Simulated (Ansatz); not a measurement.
`C[CH](O)[GeH3]` → 2 C• + Ge• + 8 H• + O•  (atomization)

Calculated with Ansatz (gas phase, PBE0-D4/def2-TZVP geometries, no zero-point term in ΔE). CCSD(T)/CBS adds triple-zeta CCSD(T) − MP2 to the extrapolated MP2 energy (def2 sets, frozen cores). This one scheme is used for every species, atoms too. For atomizations the MP2-based limit and the directly extrapolated one differ by several kJ/mol either way, and by 10 to 25 for some Ge, Se and Sn compounds, so smaller differences from it don't rank the levels. Functionals use def2-TZVPP. B3LYP here is the variant with VWN-RPA as its local correlation; programs differ in this. HSE06 is defined as in plane-wave codes. No spin–orbit coupling; open shells (•) take unrestricted orbitals. Spin–orbit coupling would lower the free atoms: a little for C, O; clearly for Ge. For Ge outer-core shells are correlated without core-valence functions, so the limit isn't a true one: a few kJ/mol of doubt a bond, and 10 to 20 or more in all where bonds break to atoms. Scalar relativity is left out up to krypton. Each species was taken in one conformer, which may not be the lowest.

| level | ΔE (kcal/mol) | difference from CCSD(T)/CBS |
| --- | --- | --- |
| PBE-D4 | 996.2 | 7.1 |
| revPBE-D4 | 974.1 | -15.0 |
| BLYP-D4 | 978.3 | -10.8 |
| r2SCAN-D4 | 986.6 | -2.5 |
| B97M-V | 989.0 | -0.1 |
| PBE0-D4 | 982.9 | -6.2 |
| B3LYP-D4 | 983.1 | -6.0 |
| r2SCANh-D4 | 981.6 | -7.5 |
| r2SCAN0-D4 | 974.5 | -14.6 |
| HSE06-D4 | 983.4 | -5.7 |
| BHLYP-D4 | 959.0 | -30.1 |
| CAM-B3LYP-D4 | 989.1 | 0.0 |
| ωB97M-V | 985.1 | -4.0 |
| B2PLYP | 973.9 | -15.2 |
| PBE-QIDH | 978.5 | -10.6 |
| PBE | 991.2 | 2.1 |
| revPBE | 958.1 | -31.0 |
| BLYP | 967.2 | -21.9 |
| r2SCAN | 985.4 | -3.7 |
| PBE0 | 978.7 | -10.4 |
| B3LYP | 975.1 | -14.0 |
| r2SCANh | 980.3 | -8.8 |
| r2SCAN0 | 973.0 | -16.1 |
| HSE06 | 979.4 | -9.7 |
| BHLYP | 953.0 | -36.1 |
| CAM-B3LYP | 984.9 | -4.2 |
| LC-ωPBE | 980.2 | -8.9 |
| HF/def2-SVP | 725.3 | -263.8 |
| MP2/def2-SVP | 939.4 | -49.7 |
| CCSD/def2-SVP | 929.4 | -59.7 |
| CCSD(T)/def2-SVP | 937.6 | -51.5 |
| HF/def2-TZVPP | 717.9 | -271.2 |
| MP2/def2-TZVPP | 972.6 | -16.5 |
| SCS-MP2/def2-TZVPP | 972.6 | -16.5 |
| CCSD/def2-TZVPP | 955.5 | -33.6 |
| CCSD(T)/def2-TZVPP | 967.8 | -21.3 |
| SCS-MP2/def2-QZVPP | 987.1 | -2.0 |
| HF/CBS(def2) | 718.6 | -270.5 |
| MP2/CBS(def2) | 994.0 | 4.9 |
| CCSD/CBS(def2) | 976.9 | -12.2 |
| CCSD(T)/CBS | 989.1 | 0 |

Largest T1 diagnostic among the species: 0.011.

Leaving LDA and LC-ωPBE aside and taking each functional with its dispersion term where it has one, the values spread over 37.2 kcal/mol, from BHLYP-D4 to PBE-D4. LDA lies +133.3 kcal/mol from PBE without D4, its usual overbinding. In def2-TZVPP, CCSD(T) changes the Hartree–Fock value by +249.9 kcal/mol (the triples alone add +12.2 kcal/mol) and MP2 by +254.8 kcal/mol; breaking electron pairs costs correlation energy, which Hartree–Fock lacks.
